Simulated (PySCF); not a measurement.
C5H8F4Se.
Structure used (PBE0-D3(BJ)/def2-SVP), in Å, numbered top down from 1:
```xyz
18
C5H8F4Se angstrom
C      2.433   -0.669   -0.378
C      1.681    0.649   -0.450
C      0.637    0.724   -1.553
Se    -0.790   -0.614   -1.460
C     -1.463   -0.051    0.271
F     -0.761   -0.599    1.305
C     -2.930   -0.428    0.448
F     -3.322   -0.169    1.693
F     -3.139   -1.721    0.210
F     -3.691    0.281   -0.381
H      1.751   -1.495   -0.129
H      3.217   -0.633    0.392
H      2.915   -0.909   -1.339
H      2.390    1.478   -0.623
H      1.207    0.857    0.524
H      1.091    0.541   -2.540
H      0.158    1.714   -1.595
H     -1.391    1.047    0.331
```

Theory: TDDFT CAM-B3LYP/def2-SVPD, vertical, gas phase, core orbitals frozen in the response in PySCF 2.14.0, density-fitted response routines. Relativistic effects, spin–orbit coupling among them, are left out although an element past zinc is present.

Each state is given a Gaussian of 0.5 eV full width at half maximum, with ε(max) = 2.175×10⁸ f / Δν̃ (Δν̃ the width in cm⁻¹). The cross-section is σ = 3.8235×10⁻²¹ ε cm², given in Mb (10⁻¹⁸ cm²). The width is an assumption, not a result. The curve ends short of the highest state used, and states not computed would add to its high-energy end.

E (eV), σ (Mb) and a bar:
```
     4.28       0.00 
     4.38       0.00 
     4.48       0.00 
     4.58       0.01 
     4.68       0.01 
     4.78       0.03 
     4.88       0.04 
     4.98       0.05 
     5.08       0.05 
     5.19       0.04 
     5.29       0.02 
     5.39       0.01 
     5.49       0.01 
     5.59       0.03 
     5.69       0.11 
     5.79       0.31 
     5.89       0.73 #
     5.99       1.42 #
     6.09       2.35 ##
     6.19       3.46 ##
     6.30       4.92 ###
     6.40       6.45 #####
     6.50       7.78 #####
     6.60       8.28 ######
     6.70       7.75 #####
     6.80       6.74 #####
     6.90       6.08 ####
     7.00       6.11 ####
     7.10       6.57 #####
     7.20       7.33 #####
     7.30       9.09 ######
     7.41      13.91 ##########
     7.51      21.91 ###############
     7.61      31.99 ######################
     7.71      40.29 ############################
     7.81      42.86 ##############################
```

(1) Where are the band maxima, and which computed states make them?

(2) On this curve, what absorbance would a 10⁻⁵ mol/L sample give at 248 nm over a 1 cm path?

(3) Coming from long wavelengths, where does ε first pass 100 L mol⁻¹ cm⁻¹?

Answers

(1) 247 nm (5.03 eV), ε about 13, made up of S1 (100%); 188 nm (6.60 eV), ε about 2200, made up of S3 (90%); 159 nm (7.80 eV), ε about 11000, made up of S7 (33%) and S8 (58%) (ε in L mol⁻¹ cm⁻¹; maxima over ε = 5, shares over 10%). The states used: S1 5.03 eV (f 0.0002); S2 6.22 eV (f 0.011); S3 6.60 eV (f 0.036); S4 7.06 eV (f 0.017); S5 7.25 eV (f 0.013); S6 7.57 eV (f 0.016); S7 7.74 eV (f 0.072); S8 7.82 eV (f 0.121); S9 8.19 eV (f 0.047); S10 8.41 eV (f 0.060).

(2) 248 nm is 4.999 eV, where ε is about 13 L mol⁻¹ cm⁻¹, so A = ε c l ≈ 0.00013 (Beer–Lambert, with the gas-phase spectrum and the assumed width).

(3) At about 213 nm (5.81 eV), 0.79 eV above S1.

The vertical ionisation energy (ΔSCF) is 9.13 eV, 0.72 eV above S10.

One conformer stands for the species.
